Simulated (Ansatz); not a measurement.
# One elementary step

Start structure (SnH6SeS, closed shell), relaxed at PBE0-D4/def2-TZVP:

```xyz
9
angstrom
Sn -1.0849 -0.8825 0.4451
S 0.8943 -0.1569 1.6262
H -0.5027 -1.8522 -0.8213
H -2.0509 -1.7824 1.5273
H -1.9303 0.4881 -0.1065
H 1.2921 1.3253 -0.6298
Se 1.0651 1.5879 -2.0615
H 0.2191 0.6569 2.4548
H 2.0982 0.6158 -2.4343
```

The step: SnH₄S ([SH][SnH3]) + H₂Se → SnH₄Se ([SeH][SnH3]) + H₂S; bonds formed: Sn1–Se7, S2–H6; bonds broken: Sn1–S2, H6–Se7. Ansatz 0.2.0; basis: def2-TZVPP and def2-QZVPP; cores frozen in the correlated methods. Filled d shells of the heavier atoms are correlated. Core potentials replace the inner electrons of the atoms past krypton. The def2 sets are not built for correlating such inner shells, so the correlated values are less sure here. Extrapolation: Hartree–Fock as exp(−7.88 √X), correlation as X^−2.97. Energies below are by CCSD(T) at an estimated basis limit (MP2 extrapolated from triple and quadruple zeta, plus CCSD(T) − MP2 in triple zeta).

(1) What are the electronic barrier and the energy of the step, from the start structure to the end structure? (Judge from chemistry; the value comes from the calculation.)

T1 diagnostic: at most 0.013.

## Answers

(1) The calculation gives: Barrier 27.12 kcal/mol; step energy -4.27 kcal/mol (downhill); reverse barrier, their difference, 31.39 kcal/mol. Barrier and step energy count from the start structure, the reverse barrier from the end structure.

The saddle point: One imaginary mode of 514i cm⁻¹.
| pair | start (Å) | saddle (Å) | end (Å) |
| --- | --- | --- | --- |
| Sn1–Se7 | 4.12 | 2.92 | 2.54 |
| S2–H6 | 2.73 | 1.53 | 1.35 |
| Sn1–S2 | 2.42 | 2.70 | 4.54 |
| H6–Se7 | 1.47 | 1.91 | 2.80 |

Zero-point energy (harmonic, PBE0-D4): ZPE is 27.73 kcal/mol at the start and 26.84 kcal/mol at the saddle, so the barrier goes from 27.12 to 26.22 kcal/mol.

Labels in which every atom is bracketed show which atoms are joined, not bond orders.

For scale, one of the runs: CCSD(T)/def2-TZVPP, 224 basis functions, launched by `ansatz run in.yaml --threads 8 --pin off --events-out ev --progress --plain --max-ram 19148MiB`. Hardware: 8 CPU threads of an Arm Neoverse V2, shared host. Wall time 85 s; peak host memory 3.9 GiB.
